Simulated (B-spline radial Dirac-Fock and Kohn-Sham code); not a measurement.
**Ionisation of each subshell: Re¹⁰⁺**

System: Re¹⁰⁺, [Kr] 4d10 4f14 5s2 5p3; nuclear rms radius 5.3698 fm (A = 187).

The run's input, task.json:

```json
{"items": [{
  "Z": 75,
  "q": 10,
  "cfg": [[1, 0, 2], [2, 0, 2], [2, 1, 6], [3, 0, 2], [3, 1, 6], [3, 2, 10], [4, 0, 2], [4, 1, 6], [4, 2, 10], [4, 3, 14], [5, 0, 2], [5, 1, 3]],
  "A": 187,
  "rrms": 5.3698,
  "do": ["binding"]
}]}
```

Command: `python xray_run.py task.json out`

Calculated with a B-spline atomic structure program, using Dirac-Fock energy differences between relaxed states, corrected for Breit and QED terms. The model has no electron correlation. Energies are counted from the vacuum level. Subshells whose hole state is unreliable or did not converge are left out.

All terms are in eV, carry their sign (relaxation lowers the binding energy) and add up to the binding energy; ⟨r⟩ is the mean radius of the orbital in the initial state.

```
subshell  −ε (Koopmans)  relaxation    Breit      QED  binding energy  ⟨r⟩ (bohr)
      1s        72309.4      -83.46  -239.53  -125.71         71860.7       0.018
      2s        12814.5      -47.97   -26.92   -18.48         12721.2       0.076
   2p1/2        12242.6      -52.65   -44.56    -0.04         12145.4       0.063
   2p3/2        10799.8      -49.31   -26.86    -1.83         10721.8       0.071
      3s         3156.9      -25.08    -4.92    -4.27          3122.6       0.196
   3p1/2         2902.8      -26.32    -8.42    -0.11          2867.9       0.187
   3p3/2         2584.6      -24.43    -4.69    -0.46          2555.0       0.202
   3d3/2         2164.1      -27.14    -3.66     0.33          2133.6       0.177
   3d5/2         2095.7      -26.54    -2.33     0.14          2067.0       0.181
      4s          822.3       -7.94    -1.05    -1.03           812.3       0.441
   4p3/2          640.0       -6.83    -0.89    -0.09           632.2       0.477
   4d3/2          464.1       -6.54    -0.54     0.08           457.1       0.492
   4d5/2          450.0       -6.21    -0.26     0.04           443.6       0.503
   4f5/2          226.0       -5.56     0.05     0.05           220.5       0.551
   4f7/2          223.3       -5.39     0.15     0.04           218.1       0.558
      5s          250.6       -0.73    -0.21    -0.21           249.4       0.990
      5p          206.9       -0.54    -0.22    -0.01           206.1       1.115
```

For the deepest level, K (1s), the Breit terms make up -0.333 % of the binding energy, QED -0.175 % and orbital relaxation -0.116 %.

Going to the tabulated ground configuration of the next ion removes an electron from O2,3 (5p), computed at 206.1 eV. NIST lists 208 ± 10 eV as the ionisation energy of this species (theoretical), +1.89 eV from the computed value, within the stated uncertainty.
